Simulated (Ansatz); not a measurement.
`[CH3][GeH]([NH2])[SiH3]` and `[CH3][GeH]([NH2])[Cl]` differ in one atom or group.

Ansatz, PBE0-D4/def2-TZVP geometries, multiplicity 1. Each molecule was computed in one conformer, which needn't be the lowest.

Scalar relativity is left out up to krypton.

```
                                          property  `[CH3][GeH]([NH2])[SiH3]`
               LUMO energy (B3LYP/def2-TZVPP) / eV                      -0.08
size of the dipole moment (ωB97M-V/def2-TZVPP) / D                       0.54
                 HOMO energy (PBE/def2-TZVPP) / eV                      -5.59
              HOMO–LUMO gap (PBE0/def2-TZVPP) / eV                       7.00
                HOMO energy (PBE0/def2-TZVPP) / eV                      -6.85
           HOMO–LUMO gap (ωB97M-V/def2-TZVPP) / eV                      10.77
```

Q: Give the same properties after the change, and the shifts. (Best estimate.)

A: The calculation gave: 
```json
{"property": "LUMO energy (B3LYP/def2-TZVPP) / eV", "`[CH3][GeH]([NH2])[Cl]`": "0.26", "shift": "0.34"}
{"property": "size of the dipole moment (ωB97M-V/def2-TZVPP) / D", "`[CH3][GeH]([NH2])[Cl]`": "1.84", "shift": "1.30"}
{"property": "HOMO energy (PBE/def2-TZVPP) / eV", "`[CH3][GeH]([NH2])[Cl]`": "-6.31", "shift": "-0.72"}
{"property": "HOMO–LUMO gap (PBE0/def2-TZVPP) / eV", "`[CH3][GeH]([NH2])[Cl]`": "8.36", "shift": "1.36"}
{"property": "HOMO energy (PBE0/def2-TZVPP) / eV", "`[CH3][GeH]([NH2])[Cl]`": "-7.75", "shift": "-0.90"}
{"property": "HOMO–LUMO gap (ωB97M-V/def2-TZVPP) / eV", "`[CH3][GeH]([NH2])[Cl]`": "12.24", "shift": "1.47"}
```

With PBE0 the HOMO falls by 0.90 eV and the LUMO rises by 0.45 eV, so the gap widens by about 1.35 eV. PBE moves the HOMO by -0.72 eV and ωB97M-V by -1.09 eV. The zero-point energy changes by -59.9 kJ/mol with -9 modes. Dipoles are sizes alone; their direction can turn.

Positive LUMOs are unbound, so they and the gaps depend on the basis.

B3LYP here is the variant with VWN-RPA as its local correlation; programs differ in this.
